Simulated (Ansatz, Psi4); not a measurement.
Reaction (SMILES): B (BH3) → B (BH3) as triplet, charge 0 (to the triplet)

Wanted: adiabatic triplet-singlet gap, E(triplet) - E(singlet) (0 K, with zero-point energies), in eV. Terms: 6-311+G** with 5d; LANL2DZ all-electron up to Ne; spin-orbit terms left out; no dispersion term unless named; non-relativistic; valence correlation only; 6-31G* and kin with 6d, 5d where marked; open shells spin-unrestricted. First-principles rows: single points at B3LYP-D3(BJ) geometries (Ansatz, a quantum-chemistry and plane-wave program), with unscaled harmonic terms from B3LYP/6-31G* (Ansatz) at its own minima. Levels can end on unlike triplets.

```tsv
level	program	adiabatic triplet-singlet gap, E(triplet) - E(singlet) (0 K, with zero-point energies) (eV)
HF/6-31G*	Ansatz	3.70
PBE/LANL2DZ	Ansatz	3.59
B3LYP/6-31G*	Ansatz	3.89
wB97X-D/6-31G*	Psi4	3.94
MP2/STO-3G	Ansatz	5.43
MP2/6-31G*	Ansatz	3.88
MP2/6-311+G**	Ansatz	3.66
B3LYP-D3(BJ)/def2-TZVPD	Ansatz + dftd3	3.67
PBE0/def2-TZVPD	Ansatz	3.39
wB97X-V/def2-TZVPD	Ansatz	3.82
```

No value to compare with is used here. The 7 habitual levels span 3.59 (PBE/LANL2DZ) to 5.43 eV (MP2/STO-3G); PBE0/def2-TZVPD gives 3.39.

The levels are drawn from those run, B3LYP/6-31G* more often than the rest, none by its result; left out are runs that failed, that the program found above a lower state of the same kind, or whose <S^2> lies over 0.5 above the pure value.
